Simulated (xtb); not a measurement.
H4P (SMILES [PH4+]), charge +1, singlet, from a rough starting geometry; xtb 6.7.1 with GFN2-xTB.

Input for xtb:
```
$ xtb mol.xyz --gfn 2 --chrg 1 --opt vtight --json

# file mol.xyz
5

P     -0.01052603    -0.07210913     0.13081773
H      0.01787175     1.18853082    -0.59549794
H      1.08907935    -0.62352238    -0.60697088
H     -1.03126887    -0.64185277    -0.61651223
H      0.03638349     0.10284117     1.60882336
```

Predict the main parts of the log of this xtb run.


```
   ID    Z sym.   atoms
    1   15 P      1
    2    1 H      2-5

           -------------------------------------------------
          |                Calculation Setup                |
           -------------------------------------------------

           -------------------------------------------------
          |                 G F N 2 - x T B                 |
           -------------------------------------------------

          ...................................................
          :                      SETUP                      :
          :.................................................:
          :  # basis functions                  14          :
          :  # atomic orbitals                  13          :
          :  # shells                            7          :
          :  # electrons                         8          :
          :  max. iterations                   250          :
          :  Hamiltonian                  GFN2-xTB          :
          :  restarted?                      false          :
          :  GBSA solvation                  false          :
          :  PC potential                    false          :
          :  electronic temp.          300.0000000     K    :
          :  accuracy                    1.0000000          :
          :  -> integral cutoff          0.2500000E+02      :
          :  -> integral neglect         0.1000000E-07      :
          :  -> SCF convergence          0.1000000E-05 Eh   :
          :  -> wf. convergence          0.1000000E-03 e    :
          :  Broyden damping             0.4000000          :
          :  net charge                          1          :
          :  unpaired electrons                  0          :
          ...................................................

 iter      E             dE          RMSdq      gap      omega  full diag
   1     -4.0793038 -0.407930E+01  0.589E+00    6.79       0.0  T
   2     -4.0834943 -0.419042E-02  0.286E+00    6.55       1.0  T
   3     -4.0841914 -0.697116E-03  0.535E-01    6.45       1.0  T
   4     -4.0842694 -0.780225E-04  0.226E-01    6.48       1.0  T
   5     -4.0842715 -0.213431E-05  0.645E-02    6.46       1.0  T
   6     -4.0842730 -0.144072E-05  0.186E-02    6.46       2.4  T
   7     -4.0842732 -0.189691E-06  0.186E-03    6.46      24.1  T
   8     -4.0842732 -0.566836E-09  0.778E-04    6.46      57.5  T
   9     -4.0842732 -0.117497E-09  0.289E-04    6.46     154.7  T

   *** convergence criteria satisfied after 9 iterations ***

         :::::::::::::::::::::::::::::::::::::::::::::::::::::
         ::                     SUMMARY                     ::
         :::::::::::::::::::::::::::::::::::::::::::::::::::::
         :: total energy              -4.057992362175 Eh    ::
         :: gradient norm              0.064908368176 Eh/a0 ::
         :: HOMO-LUMO gap              6.463762542625 eV    ::
         ::.................................................::
         :: SCC energy                -4.084273133234 Eh    ::
         :: -> isotropic ES            0.127362468670 Eh    ::
         :: -> anisotropic ES         -0.016010947068 Eh    ::
         :: -> anisotropic XC          0.006350237422 Eh    ::
         :: -> dispersion             -0.000763171214 Eh    ::
         :: repulsion energy           0.026280771058 Eh    ::
         :: add. restraining           0.000000000000 Eh    ::
         :: total charge               1.000000000000 e     ::
         :::::::::::::::::::::::::::::::::::::::::::::::::::::

      -----------------------------------------------------------
     |                   =====================                   |
     |                        A N C O P T                        |
     |                   =====================                   |
     |               Approximate Normal Coordinate               |
     |                Rational Function Optimizer                |
      -----------------------------------------------------------
      -----------------------------------------------------------
     |                   =====================                   |
     |                        A N C O P T                        |
     |                   =====================                   |
     |               Approximate Normal Coordinate               |
     |                Rational Function Optimizer                |
      -----------------------------------------------------------

          ...................................................
          :                      SETUP                      :
          :.................................................:
          :   optimization level         verytight          :
          :   max. optcycles                   200          :
          :   ANC micro-cycles                  20          :
          :   degrees of freedom                 9          :
          :.................................................:
          :   RF solver                   davidson          :
          :   write xtbopt.log                true          :
          :   linear?                        false          :
          :   energy convergence         0.1000000E-06 Eh   :
          :   grad. convergence          0.2000000E-03 Eh/α :
          :   maxmium RF displ.          1.0000000          :
          :   Hlow (freq-cutoff)         0.1000000E-01      :
          :   Hmax (freq-cutoff)         5.0000000          :
          :   S6 in model hess.         20.0000000          :
          ...................................................

generating ANC from exact Hessian ...
Using Lindh-Hessian (1995)
 Shifting diagonal of input Hessian by    0.0000000000000000
 Lowest  eigenvalues of input Hessian
    0.000000    0.000000    0.000000    0.000000    0.000000    0.000000
    0.020706    0.021525    0.027095    0.033484    0.042580    0.253431
    0.548413    0.647758    0.786727
 Highest eigenvalues
[...]
 * total energy  :    -4.0579924 Eh     change       -0.4813483E-10 Eh
 * total energy  :    -4.0742978 Eh     change       -0.1630546E-01 Eh
 * total energy  :    -4.0776084 Eh     change       -0.3310585E-02 Eh
 * total energy  :    -4.0780544 Eh     change       -0.4459762E-03 Eh
 * total energy  :    -4.0781643 Eh     change       -0.1099576E-03 Eh
 * total energy  :    -4.0781971 Eh     change       -0.3277338E-04 Eh
 * total energy  :    -4.0782026 Eh     change       -0.5478877E-05 Eh
 * total energy  :    -4.0782078 Eh     change       -0.5179276E-05 Eh
 * total energy  :    -4.0782080 Eh     change       -0.1813069E-06 Eh
 * total energy  :    -4.0782084 Eh     change       -0.4066293E-06 Eh
 * total energy  :    -4.0782084 Eh     change        0.9300596E-08 Eh
 * total energy  :    -4.0782084 Eh     change       -0.2902492E-07 Eh
   *** GEOMETRY OPTIMIZATION CONVERGED AFTER 12 ITERATIONS ***
[...]
          :  # shells                            7          :
          :  # electrons                         8          :
          :  max. iterations                   250          :
          :  Hamiltonian                  GFN2-xTB          :
          :  restarted?                      false          :
          :  GBSA solvation                  false          :
          :  PC potential                    false          :
          :  electronic temp.          300.0000000     K    :
          :  accuracy                    1.0000000          :
          :  -> integral cutoff          0.2500000E+02      :
          :  -> integral neglect         0.1000000E-07      :
          :  -> SCF convergence          0.1000000E-05 Eh   :
          :  -> wf. convergence          0.1000000E-03 e    :
          :  Broyden damping             0.4000000          :
          :  net charge                          1          :
          :  unpaired electrons                  0          :
          ...................................................

 iter      E             dE          RMSdq      gap      omega  full diag
   1     -4.1211528 -0.412115E+01  0.176E-06    8.49       0.0  T
   2     -4.1211528 -0.621725E-14  0.780E-07    8.49   57322.7  T
   3     -4.1211528  0.444089E-14  0.157E-07    8.49  100000.0  T

   *** convergence criteria satisfied after 3 iterations ***

         :::::::::::::::::::::::::::::::::::::::::::::::::::::
         ::                     SUMMARY                     ::
         :::::::::::::::::::::::::::::::::::::::::::::::::::::
         :: total energy              -4.078208380153 Eh    ::
         :: gradient norm              0.000015379469 Eh/a0 ::
         :: HOMO-LUMO gap              8.485920584072 eV    ::
         ::.................................................::
         :: SCC energy                -4.121152809141 Eh    ::
         :: -> isotropic ES            0.128611965152 Eh    ::
         :: -> anisotropic ES         -0.010966014778 Eh    ::
         :: -> anisotropic XC          0.004073074500 Eh    ::
         :: -> dispersion             -0.000762036740 Eh    ::
         :: repulsion energy           0.042944428988 Eh    ::
         :: add. restraining           0.000000000000 Eh    ::
         :: total charge               1.000000000000 e     ::
         :::::::::::::::::::::::::::::::::::::::::::::::::::::

           -------------------------------------------------
          |                Property Printout                |
           -------------------------------------------------

    * Orbital Energies and Occupations

         #    Occupation            Energy/Eh            Energy/eV
      -------------------------------------------------------------
         1        2.0000           -0.9267954             -25.2194
         2        2.0000           -0.7270806             -19.7849
         3        2.0000           -0.7270784             -19.7848
         4        2.0000           -0.7270763             -19.7848 (HOMO)
         5                         -0.4152245             -11.2988 (LUMO)
         6                         -0.4152197             -11.2987
         7                         -0.4152160             -11.2986
         8                         -0.2691867              -7.3249
         9                         -0.2691862              -7.3249
        10                         -0.0960123              -2.6126
        11                          0.6818088              18.5530
        12                          0.6818141              18.5531
        13                          0.6818738              18.5547
      -------------------------------------------------------------
                  HL-Gap            0.3118518 Eh            8.4859 eV
             Fermi-level           -0.5711504 Eh          -15.5418 eV

     #   Z          covCN         q      C6AA      α(0)
     1  15 P        3.910     0.421   142.862    21.471
     2   1 H        0.978     0.145     1.424     1.865
     3   1 H        0.978     0.145     1.424     1.865
     4   1 H        0.978     0.145     1.424     1.865
     5   1 H        0.978     0.145     1.424     1.865

 Mol. C6AA /au·bohr⁶  :        278.874725
 Mol. C8AA /au·bohr⁸  :      11120.150162
 Mol. α(0) /au        :         28.929394

Wiberg/Mayer (AO) data.
largest (>0.10) Wiberg bond orders for each atom

 ---------------------------------------------------------------------------
     #   Z sym  total        # sym  WBO       # sym  WBO       # sym  WBO
 ---------------------------------------------------------------------------
     1  15 P    3.665 --     4 H    0.916     2 H    0.916     5 H    0.916
                             3 H    0.916
     2   1 H    0.979 --     1 P    0.916
     3   1 H    0.979 --     1 P    0.916
     4   1 H    0.979 --     1 P    0.916
     5   1 H    0.979 --     1 P    0.916
 ---------------------------------------------------------------------------

Topologies differ in total number of bonds
Writing topology from bond orders to xtbtopo.mol

molecular dipole:
                 x           y           z       tot (Debye)
 q only:        0.038      -0.017      -0.030
   full:        0.038      -0.017      -0.030       0.132
molecular quadrupole (traceless):
                xx          xy          yy          xz          yz          zz
 q only:        0.001      -0.001      -0.001      -0.002       0.001       0.000
  q+dip:        0.001      -0.001      -0.001      -0.002       0.001       0.000
   full:        0.001      -0.001      -0.001      -0.002       0.001       0.000

optimized geometry written to: xtbopt.xyz

           -------------------------------------------------
          | TOTAL ENERGY               -4.078208380153 Eh   |
          | GRADIENT NORM               0.000015379469 Eh/α |
          | HOMO-LUMO GAP               8.485920584072 eV   |
           -------------------------------------------------

normal termination of xtb
```
